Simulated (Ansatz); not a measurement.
Ansatz (a first-principles code) input (B3LYP-D3(BJ)/def2-TZVP):

Ansatz 0.2 input:
```yaml
crystal:
  periodic: [false, false, false]
  atoms:
    - {symbol: Sn, position_ang: [0.00131455, -0.00152662, 0.05631125]}
    - {symbol: H, position_ang: [-1.50929496, -0.22596275, -0.91061453]}
    - {symbol: H, position_ang: [0.93871414, -1.13670721, -0.99245238]}
    - {symbol: H, position_ang: [0.50485334, 1.43900107, -0.91249563]}
basis:
  gaussian:
    orbitals: def2-TZVP
hamiltonian:
  xc: b3lyp
  dispersion: d3bj
total_charge: -1
phonons: {temperatures: {t_min: 298.15, t_max: 298.15, t_step: 100}}
```

Output:

```
Functional definition: B3LYP
integrals: 0.01 GiB planned
564 factors; their error is unknown
mean field: 0.14 GiB planned
mean field evaluation 1: about -5882.2955 eV, gradient 1.5e1 eV
mean field evaluation 2: about -5882.3745 eV, gradient 1.4e1 eV
mean field evaluation 4: about -5882.7777 eV, gradient 1.9e-1 eV
mean field evaluation 8: about -5882.8428 eV, gradient 1.6e-1 eV
mean field -5882.84286018 eV, -216.1904875775 hartree, gradient 7.8e-5 eV, S^2 0.000000; 0 other end points of the search recorded, 0 dependent functions left out
the calculation of the forces begins
reference -5882.84307393 eV, -216.1904954326 hartree; 13, 13 occupied and 55, 55 virtual orbitals, 564 factors
these checks for a lower state are left out or cut short: stability, starts, cluster_reference, orbital_swaps, neighbouring_geometries, increment
integrals: 0.01 GiB planned
564 factors; their error is unknown
mean field: 0.14 GiB planned
mean field evaluation 16: about -5882.7783 eV, gradient 2.5e-1 eV
mean field -5882.84282797 eV, -216.1904863939 hartree, gradient 2.6e-6 eV, S^2 0.000000; 0 other end points of the search recorded, 0 dependent functions left out
the calculation of the forces begins
reference -5882.84304176 eV, -216.1904942503 hartree; 13, 13 occupied and 55, 55 virtual orbitals, 564 factors
these checks for a lower state are left out or cut short: stability, starts, cluster_reference, orbital_swaps, neighbouring_geometries, increment
integrals: 0.01 GiB planned
564 factors; their error is unknown
mean field: 0.14 GiB planned
mean field -5882.84282835 eV, -216.1904864077 hartree, gradient 2.6e-6 eV, S^2 0.000000; 0 other end points of the search recorded, 0 dependent functions left out
the calculation of the forces begins
reference -5882.84304206 eV, -216.1904942614 hartree; 13, 13 occupied and 55, 55 virtual orbitals, 564 factors
these checks for a lower state are left out or cut short: stability, starts, cluster_reference, orbital_swaps, neighbouring_geometries, increment
integrals: 0.01 GiB planned
564 factors; their error is unknown
mean field: 0.14 GiB planned
mean field evaluation 32: about -5882.7783 eV, gradient 2.3e-1 eV
mean field -5882.84281633 eV, -216.1904859661 hartree, gradient 2.6e-6 eV, S^2 0.000000; 0 other end points of the search recorded, 0 dependent functions left out
the calculation of the forces begins
reference -5882.84303011 eV, -216.1904938224 hartree; 13, 13 occupied and 55, 55 virtual orbitals, 564 factors
these checks for a lower state are left out or cut short: stability, starts, cluster_reference, orbital_swaps, neighbouring_geometries, increment
integrals: 0.01 GiB planned
564 factors; their error is unknown
mean field: 0.14 GiB planned
mean field -5882.84283729 eV, -216.1904867363 hartree, gradient 2.6e-6 eV, S^2 0.000000; 0 other end points of the search recorded, 0 dependent functions left out
the calculation of the forces begins
reference -5882.84305100 eV, -216.1904945901 hartree; 13, 13 occupied and 55, 55 virtual orbitals, 564 factors
these checks for a lower state are left out or cut short: stability, starts, cluster_reference, orbital_swaps, neighbouring_geometries, increment
integrals: 0.01 GiB planned
564 factors; their error is unknown
mean field: 0.14 GiB planned
mean field -5882.84283888 eV, -216.1904867946 hartree, gradient 2.6e-6 eV, S^2 0.000000; 0 other end points of the search recorded, 0 dependent functions left out
the calculation of the forces begins
reference -5882.84305258 eV, -216.1904946479 hartree; 13, 13 occupied and 55, 55 virtual orbitals, 564 factors
these checks for a lower state are left out or cut short: stability, starts, cluster_reference, orbital_swaps, neighbouring_geometries, increment
integrals: 0.01 GiB planned
564 factors; their error is unknown
mean field: 0.14 GiB planned
mean field -5882.84283971 eV, -216.1904868254 hartree, gradient 2.6e-6 eV, S^2 0.000000; 0 other end points of the search recorded, 0 dependent functions left out
the calculation of the forces begins
reference -5882.84305351 eV, -216.1904946822 hartree; 13, 13 occupied and 55, 55 virtual orbitals, 564 factors
these checks for a lower state are left out or cut short: stability, starts, cluster_reference, orbital_swaps, neighbouring_geometries, increment
integrals: 0.01 GiB planned
564 factors; their error is unknown
mean field: 0.14 GiB planned
mean field evaluation 64: about -5882.8429 eV, gradient 8.1e-6 eV
mean field -5882.84285725 eV, -216.1904874698 hartree, gradient 2.4e-6 eV, S^2 0.000000; 0 other end points of the search recorded, 0 dependent functions left out
the calculation of the forces begins
reference -5882.84307097 eV, -216.1904953240 hartree; 13, 13 occupied and 55, 55 virtual orbitals, 564 factors
these checks for a lower state are left out or cut short: stability, starts, cluster_reference, orbital_swaps, neighbouring_geometries, increment
integrals: 0.01 GiB planned
564 factors; their error is unknown
mean field: 0.14 GiB planned
mean field -5882.84285022 eV, -216.1904872113 hartree, gradient 2.4e-6 eV, S^2 0.000000; 0 other end points of the search recorded, 0 dependent functions left out
the calculation of the forces begins
reference -5882.84306398 eV, -216.1904950672 hartree; 13, 13 occupied and 55, 55 virtual orbitals, 564 factors
these checks for a lower state are left out or cut short: stability, starts, cluster_reference, orbital_swaps, neighbouring_geometries, increment
integrals: 0.01 GiB planned
564 factors; their error is unknown
mean field: 0.14 GiB planned
mean field -5882.84285066 eV, -216.1904872277 hartree, gradient 2.6e-6 eV, S^2 0.000000; 0 other end points of the search recorded, 0 dependent functions left out
the calculation of the forces begins
reference -5882.84306442 eV, -216.1904950832 hartree; 13, 13 occupied and 55, 55 virtual orbitals, 564 factors
these checks for a lower state are left out or cut short: stability, starts, cluster_reference, orbital_swaps, neighbouring_geometries, increment
integrals: 0.01 GiB planned
564 factors; their error is unknown
mean field: 0.14 GiB planned
mean field -5882.84284988 eV, -216.1904871989 hartree, gradient 2.5e-6 eV, S^2 0.000000; 0 other end points of the search recorded, 0 dependent functions left out
the calculation of the forces begins
reference -5882.84306361 eV, -216.1904950535 hartree; 13, 13 occupied and 55, 55 virtual orbitals, 564 factors
these checks for a lower state are left out or cut short: stability, starts, cluster_reference, orbital_swaps, neighbouring_geometries, increment
integrals: 0.01 GiB planned
564 factors; their error is unknown
mean field: 0.14 GiB planned
mean field -5882.84284669 eV, -216.1904870819 hartree, gradient 2.8e-6 eV, S^2 0.000000; 0 other end points of the search recorded, 0 dependent functions left out
the calculation of the forces begins
reference -5882.84306040 eV, -216.1904949355 hartree; 13, 13 occupied and 55, 55 virtual orbitals, 564 factors
these checks for a lower state are left out or cut short: stability, starts, cluster_reference, orbital_swaps, neighbouring_geometries, increment
integrals: 0.01 GiB planned
564 factors; their error is unknown
mean field: 0.14 GiB planned
mean field evaluation 96: about -5882.8428 eV, gradient 2.8e-6 eV
mean field -5882.84284763 eV, -216.1904871163 hartree, gradient 2.8e-6 eV, S^2 0.000000; 0 other end points of the search recorded, 0 dependent functions left out
the calculation of the forces begins
reference -5882.84306142 eV, -216.1904949729 hartree; 13, 13 occupied and 55, 55 virtual orbitals, 564 factors
these checks for a lower state are left out or cut short: stability, starts, cluster_reference, orbital_swaps, neighbouring_geometries, increment
integrals: 0.01 GiB planned
564 factors; their error is unknown
mean field: 0.14 GiB planned
mean field -5882.84285428 eV, -216.1904873607 hartree, gradient 2.0e-6 eV, S^2 0.000000; 0 other end points of the search recorded, 0 dependent functions left out
the calculation of the forces begins
reference -5882.84306802 eV, -216.1904952154 hartree; 13, 13 occupied and 55, 55 virtual orbitals, 564 factors
these checks for a lower state are left out or cut short: stability, starts, cluster_reference, orbital_swaps, neighbouring_geometries, increment
integrals: 0.01 GiB planned
564 factors; their error is unknown
mean field: 0.14 GiB planned
mean field -5882.84284437 eV, -216.1904869967 hartree, gradient 2.8e-6 eV, S^2 0.000000; 0 other end points of the search recorded, 0 dependent functions left out
the calculation of the forces begins
reference -5882.84305813 eV, -216.1904948521 hartree; 13, 13 occupied and 55, 55 virtual orbitals, 564 factors
Total energy: -5882.92093091 eV, -216.1933566239 hartree
Atom 0 at     0.001315    -0.001527     0.056311 Å, force     0.000008     0.000001    -0.000005 eV/Å
Atom 1 at    -1.509295    -0.225963    -0.910615 Å, force    -0.000010    -0.000002    -0.000003 eV/Å
Atom 2 at     0.938714    -1.136707    -0.992452 Å, force     0.000000     0.000005     0.000004 eV/Å
Atom 3 at     0.504853     1.439001    -0.912496 Å, force     0.000002    -0.000004     0.000004 eV/Å
Dipole moment:     0.007725    -0.008968     0.330823 e Å
Vibrations: 730.37 743.00 743.01 1546.97 1547.00 1550.19 cm⁻¹, zero-point energy 0.425300 eV
```
